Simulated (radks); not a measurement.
Values are calculated unless marked as measured or tabulated.
Spherical quantum dot in the effective-mass picture: electrons in a hard-walled sphere of radius 4.55, all in effective atomic units (hartree* = m*/eps^2 hartree, bohr* = eps/m* bohr), one dielectric constant everywhere. Level of theory: non-relativistic Kohn-Sham, exchange-only LDA, spin-polarised, spherical densities (a radial shooting solver with Libxc functionals). Levels are named by radial order and angular momentum (1s, 1p, 1d, 2s, ...), and open shells are averaged over m. Results are scaled to m* = 0.621 and eps = 9.2, for which hartree* = 199.6 meV and bohr* = 0.784 nm.

N = 26, configuration 1s2 1p6 1d10 1f(up 7, down 1). This is the lowest configuration that the search found. Occupied and some empty levels:

| level | occupation | eigenvalue (meV) | <r> (nm) |
|---|---|---|---|
| 1s up | 1 | 1470.2 | 2.511 |
| 1s down | 1 | 1483.2 | 2.491 |
| 1p up | 3 | 1492.7 | 2.575 |
| 1p down | 3 | 1506.2 | 2.564 |
| 1d up | 5 | 1533.2 | 2.636 |
| 1d down | 5 | 1547.2 | 2.630 |
| 1f up | 7 | 1589.7 | 2.691 |
| 1f down | 1 | 1604.1 | 2.687 |
| 2s up | 0 | 1659.7 | 1.586 |
| 1g up | 0 | 1661.1 | 2.739 |
| 2s down | 0 | 1663.8 | 1.580 |
| 1g down | 0 | 1675.6 | 2.737 |
| 2p up | 0 | 1739.0 | 1.866 |
| 2p down | 0 | 1745.1 | 1.858 |
| 2d up | 0 | 1834.8 | 2.041 |
| 2d down | 0 | 1842.5 | 2.034 |

Energy (meV): total 21984.7, kinetic 5050.5, external 0, Hartree 18683, exchange-correlation -1748.3.

Electron density:

| r (nm) | n(r) (e/nm^3) |
|---|---|
| 0.106 | 0.003304 |
| 0.372 | 0.004281 |
| 0.638 | 0.006923 |
| 0.904 | 0.01268 |
| 1.17 | 0.02432 |
| 1.44 | 0.04595 |
| 1.70 | 0.08257 |
| 1.97 | 0.1371 |
| 2.23 | 0.2036 |
| 2.50 | 0.2585 |
| 2.77 | 0.2593 |
| 3.03 | 0.1777 |
| 3.30 | 0.05691 |
| 3.56 | 0.00006534 |
